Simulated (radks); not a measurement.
Results of a calculation; reference values are marked as such.
Task: Dy46+, 20 electrons, occupied as [Ar] 3d2. Level of theory: Dirac Kohn-Sham, BLYP, spin-unpolarised, spherical densities, point nucleus; open shells fill j = l - 1/2 first (a radial shooting solver on a logarithmic mesh with Libxc functionals). Some entries of the table are withheld. Estimate them.

orbital,occ.,eigenvalue (Ry),r(max) (bohr),<1/r> (bohr^-1)
1s1/2,2,-4148.822,0.01337,74.60
2s1/2,2,-859.2137,0.07595,18.01
2p1/2,2,(1),0.05721,17.94
2p3/2,4,(2),0.06315,15.73
3s1/2,2,-322.6395,0.2072,7.056
3p1/2,2,(3),0.1940,6.982
3p3/2,4,(4),0.2050,6.403
3d3/2,2,-278.5297,0.1591,6.279
3d5/2,0,-275.1259,0.1622,6.136

Result: 
(1) 2p1/2 eigenvalue (Ry): -828.8932
(2) 2p3/2 eigenvalue (Ry): -769.2421
(3) 3p1/2 eigenvalue (Ry): -310.8186
(4) 3p3/2 eigenvalue (Ry): -296.2515
